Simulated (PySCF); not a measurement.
BrClSi, neutral, multiplicity 1.

```xyz
3

Si     1.0208     0.6420     0.0000
Cl    -0.4798     2.0759     0.0000
Br    -0.1752    -1.2651     0.0000
```

Geometry: PBE0-D3(BJ)/def2-TZVP.

All values below come from PBE0/pcSseg-2 in PySCF. Non-relativistic, no solvent.

Computed absolute GIAO shielding of each atom: isotropic value and principal components (ppm):
```tsv
atom	σ(iso)	σ11	σ22	σ33	span
Si1	8.6	-421.6	212.7	234.6	656.2
Cl2	399.4	-207.7	684.2	721.8	929.5
Br3	1481.5	56.0	2043.2	2345.3	2289.3
```
